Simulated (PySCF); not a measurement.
C3H10BP.
Atom-mapped SMILES: `[CH3:1][CH2:2][B:3]([CH3:4])[PH2:5]` (hydrogens: H6, H7, H8 on C1; H9, H10 on C2; H11, H12, H13 on C4; H14, H15 on P5)

Method used: PBE0-D3(BJ)/def2-SVP geometry optimisation, gas phase (PySCF 2.14.0).

Q: What internal coordinates does the optimisation give?

A: 
```
                  bond  length (Å)
                 C1–C2       1.522
                 C2–B3       1.575
                 B3–C4       1.574
                 B3–P5       1.908
   C1–H6, C1–H7, C1–H8       1.101
         C2–H9, C2–H10       1.109
C4–H11, C4–H12, C4–H13       1.103
        P5–H14, P5–H15       1.422
```

Bonds in one row agree within 0.01 Å and their mean is given. A selection of angles:
```
     angle  degrees
  C2–C1–H6    111.5
  H6–C1–H7    107.3
  C1–C2–B3    119.9
  C1–C2–H9    110.7
 C1–C2–H10    110.3
  B3–C2–H9    107.2
 B3–C2–H10    104.3
 H9–C2–H10    103.0
  C2–B3–C4    119.3
  C2–B3–P5    121.2
  C4–B3–P5    119.0
 B3–C4–H11    112.3
 B3–C4–H12    115.4
 B3–C4–H13    106.8
H11–C4–H12    109.1
H11–C4–H13    105.9
H12–C4–H13    106.8
 B3–P5–H14    101.0
H14–P5–H15     98.0
```

Dihedral angles: C1–C2–B3–C4 169° (antiperiplanar). The mirror-image conformer, all signs reversed, is as good.

B3 (three-coordinate boron) is planar (angles 121.2°, 119.3° and 119.0°, sum 359.4°, 0.07 Å off the plane of its three neighbours). Of the pairs four or more bonds apart, H8···H15 is among the closest relative to their van der Waals radii: 2.42 Å, 101 % of the sum of Bondi's values. P5 (three-coordinate phosphorus) is pyramidal (angles 102.1°, 101.0° and 98.0°, sum 301.0°, 0.72 Å off the plane of its three neighbours).

No PBE0-D3(BJ)/def2-SVP frequencies stand behind this structure, so it isn't proved a minimum. One conformer, not necessarily the lowest (C1–C2–B3–C4 169°, C2–B3–P5–H -143° and -43°).
